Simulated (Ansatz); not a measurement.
Ansatz (a quantum-chemistry and plane-wave program) input (BHLYP/def2-TZVPD):

Ansatz 0.2 input:
```yaml
crystal:
  periodic: [false, false, false]
  atoms:
    - {symbol: C, position_ang: [0.12771001, -1.49244462, 0.03666819]}
    - {symbol: C, position_ang: [1.19455743, -0.57703904, 0.10064838]}
    - {symbol: N, position_ang: [1.12287678, 0.77294613, 0.07079053]}
    - {symbol: C, position_ang: [-0.10832032, 1.26585287, -0.03110101]}
    - {symbol: N, position_ang: [-1.23750981, 0.56667825, -0.10370404]}
    - {symbol: C, position_ang: [-1.07880201, -0.77570185, -0.06741260]}
    - {symbol: H, position_ang: [2.22337086, -0.94106881, 0.18492451]}
    - {symbol: H, position_ang: [-0.20130563, 2.35249764, -0.05779902]}
    - {symbol: H, position_ang: [-2.03050470, -1.31280364, -0.12954863]}
basis:
  gaussian:
    orbitals: def2-TZVPD
hamiltonian:
  xc: {name: BHLYP}
total_charge: -1
output: {forces: true}
```

End of the output:

```
mean field evaluation 16: about -7173.6934 eV, gradient 1.5e-4 eV
mean field -7173.69338339 eV, -263.6283693355 hartree, gradient 1.1e-5 eV, S^2 0.000000; 0 other end points of the search recorded, 0 dependent functions left out
the calculation of the forces begins
reference -7173.69356810 eV, -263.6283761236 hartree; 21, 21 occupied and 228, 228 virtual orbitals, 1455 factors
Total energy: -7173.69356810 eV, -263.6283761236 hartree
Atom 0 at     0.127710    -1.492445     0.036668 Å, force    -0.053722     0.627801    -0.015425 eV/Å
Atom 1 at     1.194557    -0.577039     0.100648 Å, force    -0.031676     0.270950    -0.007298 eV/Å
Atom 2 at     1.122877     0.772946     0.070791 Å, force    -0.718814    -0.468099    -0.045800 eV/Å
Atom 3 at    -0.108320     1.265853    -0.031101 Å, force     0.024928    -0.291315     0.007157 eV/Å
Atom 4 at    -1.237510     0.566678    -0.103704 Å, force     0.787660    -0.336453     0.065568 eV/Å
Atom 5 at    -1.078802    -0.775702    -0.067413 Å, force    -0.014821     0.272423    -0.006052 eV/Å
Atom 6 at     2.223371    -0.941069     0.184925 Å, force    -0.339008     0.110069    -0.027591 eV/Å
Atom 7 at    -0.201306     2.352498    -0.057799 Å, force     0.030174    -0.352620     0.008664 eV/Å
Atom 8 at    -2.030505    -1.312804    -0.129549 Å, force     0.315278     0.167245     0.020778 eV/Å
Dipole moment:    -0.057314     0.669781    -0.016456 e Å
```

It need not be the lowest isomer of its formula. Whether it binds its extra electron was not tested at this geometry.
